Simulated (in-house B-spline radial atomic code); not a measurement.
A fraction x of an electron is moved 4p → 4f in Rh2+, starting from [Kr] 4d7 and keeping the highest spin. All numbers are computed (scalar-relativistic (X2C) LC-wPBE, spin-polarised, spherical fractional occupations; Fermi nucleus of rms radius 4.4945 fm) with a radial B-spline atomic code at the basis-set limit, not measured.

Caution: exact exchange at fractional occupations of open shells leaves self-interaction of up to several eV.

```
    x  E(x) - E(0) (eV)  4p down level (eV)  4f up level (eV)
    0            0.0000             -75.541                 -
0.125            9.0570             -76.498            -3.677
 0.25                 ?                   ?                 ?
0.375           27.4467             -78.339            -4.055
  0.5                 ?                   ?                 ?
0.625           46.1900             -80.060            -4.419
 0.75           55.6847             -80.866            -4.602
0.875           65.2546             -81.630            -4.785
    1           74.8941             -82.346            -4.969
```

Q: What belongs in the row x = 0.25?

A: An energy change of 18.2062 eV; 4p down at -77.431 eV, 4f up at -3.870 eV.

Q: What belongs in the row x = 0.5?

A: An energy change of 36.7759 eV; 4p down at -79.216 eV, 4f up at -4.238 eV.

Q: Check Janak's theorem between x = 0.625 and 0.75.

A: The slope of the energy is 75.96 eV; the orbital levels give 75.95 eV (ε of the receiving orbital less ε of the emptying one, averaged over the two points).
